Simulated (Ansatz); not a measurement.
A nudged elastic band was laid between two geometries of Cl3FGe + H2O (8 atoms, charge 0, multiplicity 1).

Theory: RKS PBE-D4/def2-SVP (Ansatz 0.2.0).

| Item | Value |
| --- | --- |
| movable images | 7 |
| climbing image | yes |
| spring | 5.0 eV/Å² |
| optimiser | quadratic models (default) |
| start path | through a guess of the saddle point |
| force threshold | 0.05 eV/Å |
| iteration limit | 60 |
| end points | relaxed |

Image 0:

```xyz
8
Properties=species:S:1:pos:R:3
Ge 0.049 0.058 -0.092
F 0.215 -0.017 1.660
Cl 2.138 -0.030 -0.659
Cl -0.624 1.929 -0.899
Cl -0.746 -1.764 -0.979
O -2.228 0.062 0.858
H -2.535 -0.835 0.615
H -1.930 -0.032 1.787
```

Image 8:

```xyz
8
Properties=species:S:1:pos:R:3
Ge -0.450 -0.130 -0.483
F -0.349 1.041 2.329
Cl 1.539 -0.676 0.085
Cl -0.592 1.932 -1.007
Cl -1.037 -1.361 -2.159
O -1.653 -0.494 0.802
H -2.105 -1.344 0.632
H -1.013 0.403 2.093
```

(1) What changes between the two ends?

(2) Give the energies along the band, and the barrier.

(3) What is the geometry of the highest image?

(4) What are the harmonic wavenumbers there?

Answers

(1) Bonds broken: Ge1–F2, O6–H8. Bonds formed: Ge1–O6, F2–H8. Cl3FGe + H2O becomes Cl3GeHO + FH.

(2) It converged. The highest image is number 4 of 0 to 8, 0.65 eV above the first end and 0.39 eV above the last; the last end lies 0.26 eV above the first. A vibrational analysis at the climbing image gives one clearly imaginary mode, 492i cm⁻¹: a first-order saddle point. The orbitals stay closed-shell, which can raise the energy where a bond breaks towards radicals; this wasn't checked here.

```
image  path coordinate (Å)  energy (eV)  Ge1–F2 (Å)  O6–H8 (Å)  Ge1–O6 (Å)
    0                 0.00         0.00        1.76       0.98        2.47
    1                 0.66         0.10        1.77       0.98        2.38
    2                 1.32         0.27        1.79       0.98        2.28
    3                 1.98         0.38        1.82       0.99        2.17
    4                 2.64         0.65        2.04       1.17        1.95
    5                 2.93         0.51        2.24       1.39        1.87
    6                 3.23         0.35        2.49       1.55        1.83
    7                 3.53         0.27        2.79       1.66        1.81
    8                 3.82         0.26        3.05       1.70        1.80
```

(3) 
```xyz
8
Properties=species:S:1:pos:R:3
Ge -0.363 0.086 -0.216
F -0.239 0.882 1.660
Cl 1.602 -0.751 0.099
Cl -0.558 2.053 -1.054
Cl -1.072 -1.206 -1.844
O -1.849 -0.439 0.933
H -1.980 -1.407 1.000
H -1.203 0.152 1.713
```

(4) 492i, 63, 99, 162, 179, 195, 214, 370, 386, 391, 449, 479, 699, 726, 938, 1246, 1869, 3691 cm⁻¹.

Time of the run: 3.4 min on 4 threads of Arm Neoverse V2, on a shared host, peak memory 0.19 GiB.
